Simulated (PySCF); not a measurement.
PySCF input file for Se(H)(NH2) (H3NSe), SMILES N[SeH], PBE0-D3(BJ)/def2-TZVP. Geometry: PBE0-D3(BJ)/def2-TZVP.

```python
import numpy as np
from pyscf import gto, scf, dft, df
from pyscf.hessian import thermo

mol = gto.M(
    atom='''
    Se    0.04307997    0.38799213   -0.00000000
    H    -1.42012396    0.63081362   -0.00000000
    N     0.09348314   -1.45229766    0.00000000
    H    -0.34948847   -1.82823129   -0.82705335
    H    -0.34948847   -1.82823129    0.82705335
    ''',
    basis='def2-TZVP',
    charge=0,
    spin=0,
    max_memory=1600,
    verbose=3,
)
mf = dft.RKS(mol, xc='pbe0').density_fit(auxbasis='def2-universal-jkfit')
mf.disp = 'd3bj'
mf.grids.level = 3
mf.conv_tol = 1e-11
mf.max_cycle = 100
mf.kernel()

# [left out here: the lines that compute and print the analytic Hessian (its translational invariance restored by hand, since the grid's response is missing), thermochemistry and intensities]
```

It prints:

```
converged SCF energy = -2457.76565426766

WARN: DFTD3 does not support analytical Hessian, using finite difference


WARN: Mole.unit (angstrom) is changed to Bohr

Mode                                 0                   1                   2
Irrep
Freq [cm^-1]                      461.9126            588.4379            797.3096
Reduced mass [au]                   1.0454              3.4117              1.2805
Force const [Dyne/A]                0.1314              0.6960              0.4796
Char temp [K]                     664.5893            846.6311           1147.1510
Normal mode                   x     y     z       x     y     z       x     y     z
       0  Se                 0.00 -0.00 -0.01   -0.00  0.04 -0.00   -0.00  0.02  0.00
       1   H                 0.00  0.00  0.66   -0.02 -0.19  0.00    0.07  0.50 -0.00
       2   N                -0.00  0.00  0.05    0.05 -0.21  0.00   -0.04 -0.11 -0.00
       3   H                 0.46  0.03 -0.21   -0.31  0.07  0.05    0.32 -0.39 -0.05
       4   H                -0.46 -0.03 -0.21   -0.31  0.07 -0.05    0.32 -0.39  0.05
Mode                                 3                   4                   5
Irrep
Freq [cm^-1]                      890.9300           1054.2381           1592.9735
Reduced mass [au]                   1.1791              1.0770              1.0844
Force const [Dyne/A]                0.5514              0.7052              1.6213
Char temp [K]                    1281.8498           1516.8139           2291.9342
Normal mode                   x     y     z       x     y     z       x     y     z
       0  Se                 0.01  0.02 -0.00    0.00  0.00  0.01   -0.00 -0.00  0.00
       1   H                -0.10 -0.80 -0.00   -0.00 -0.00  0.04    0.00  0.03 -0.00
       2   N                -0.09 -0.01  0.00   -0.00  0.00 -0.07   -0.03 -0.07 -0.00
       3   H                 0.22 -0.21 -0.06    0.13 -0.65  0.15    0.30  0.47 -0.38
       4   H                 0.22 -0.21  0.06   -0.13  0.65  0.15    0.30  0.47  0.38
Mode                                 6                   7                   8
Irrep
Freq [cm^-1]                     2337.7859           3542.3430           3646.9508
Reduced mass [au]                   1.0211              1.0464              1.0987
Force const [Dyne/A]                3.2879              7.7365              8.6095
Char temp [K]                    3363.5534           5096.6428           5247.1502
Normal mode                   x     y     z       x     y     z       x     y     z
       0  Se                 0.01 -0.00 -0.00    0.00 -0.00  0.00    0.00  0.00 -0.00
       1   H                -0.98  0.14  0.00   -0.00 -0.01 -0.00    0.00 -0.00 -0.00
       2   N                -0.00 -0.00  0.00    0.04  0.04 -0.00    0.00  0.00  0.08
       3   H                -0.01  0.00  0.00   -0.27 -0.25 -0.58   -0.30 -0.25 -0.55
       4   H                -0.01  0.00 -0.00   -0.27 -0.25  0.58    0.30  0.25 -0.55
temperature 298.1500 [K]
pressure 101325.00 [Pa]
Rotational constants [GHz] 131.10976 10.22914 10.00701
Symmetry number 1
Zero-point energy (ZPE) 0.03397 [Eh]   89198.838 [J/mol]
                           tot       elec      trans        rot        vib
Entropy [J/mol/K]       259.300      0.000    165.671     86.650      6.979
Cv [J/mol/K]             41.417      0.000     12.472     12.472     16.474
Cp [J/mol/K]             49.732      0.000     20.786     12.472     16.474
Internal energy [J/mol]                      3718.434   3718.434  90744.323
Internal energy [Eh]   -2457.72826  -2457.76565
Enthalpy [J/mol]                             6197.391   3718.434  90744.323
Enthalpy [Eh]          -2457.72731
Gibbs free energy [J/mol]                  -43197.483 -22116.124  88663.385
Gibbs free energy [Eh] -2457.75676
mode   freq/cm-1   IR/(km/mol)
   1      461.91        11.302
   2      588.44        86.835
   3      797.31        28.279
   4      890.93        35.361
   5     1054.24         2.011
   6     1592.97        20.073
   7     2337.79        58.967
   8     3542.34         7.160
   9     3646.95        26.495
max |gradient| / (hartree/bohr): 1.5122272507087962e-05
APT charges: [ 0.257  -0.0945 -0.4554  0.1465  0.1465]
```

Self-consistency was reached.

Cost: about 60 core-seconds (a rough figure).
